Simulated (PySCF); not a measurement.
**Input and output**

[NdBr2]+ (singlet in the valence; each metal's 4f electrons, 3 of them, lie in its core potential, out of spins and levels). PySCF 2.14.0, RKS PBE0, Nd lcecp-1-TZVP with ECP49, Br def2-TZVP; non-relativistic Hamiltonian with scalar-relativistic core potentials where named; density fitting; no spin-orbit coupling. Purpose: basis and core treatment f-in-core-III/TZVP.

```python
mol = gto.M(atom='''
Nd    -0.00000     0.00000    -0.85456
Br     2.07776    -0.00000     0.67016
Br    -2.07776     0.00000     0.67016''',
    basis={'Nd': 'lcecp-1-TZVP', 'Br': 'def2-TZVP'},
    ecp={'Nd': 'lcecp-1-TZVP'},
    charge=1, spin=0)
mf = dft.RKS(mol, xc='PBE0')
mf.grids.atom_grid = (75, 302)  # f atoms: unpruned, at least (60, 302)
mf = mf.density_fit()  # fitting sets: Nd AutoAux, Br def2-universal-JKFIT
mf.conv_tol = 1e-08; mf.max_cycle = 55
mf.kernel(dm0)  # dm0: free metal ions and neutral atoms
mf.nuc_grad_method().kernel()
```

Run from Python with OMP_NUM_THREADS=2; the lines above give its settings. Where DIIS fails, smearing, a level shift and second-order steps follow.
It took 9.9 s on 2 threads of Arm Neoverse V2, on a shared host.

**Question.** Where do the frontier levels lie, over both spins?

**Answer.** HOMO -12.76 eV, LUMO -7.58 eV. The 4f levels lie in the core potential and are missing.

**Question.** What are the Mulliken charges and spins?

**Answer.** 
```
atom  charge (e)  spin (e)
 Nd1       1.561     0.000
 Br2      -0.280     0.000
 Br3      -0.280     0.000
```
The spin of the 4f electrons in the core isn't counted.

**Question.** What forces act on the atoms (eV/Å)?

**Answer.** 
```
Nd   0.00  0.00  0.07
Br  -0.04  0.00 -0.04
Br   0.04  0.00 -0.04
```
Forces carry noise of the integration grid, about 0.01 to 0.03 eV/Å.

The geometry was relaxed with PBE0 (Nd lcecp-1-SVP with ECP49, Br def2-SVP).

An lcecp potential fixes the number of 4f electrons, so in runs with it no electron can move into or out of that shell.
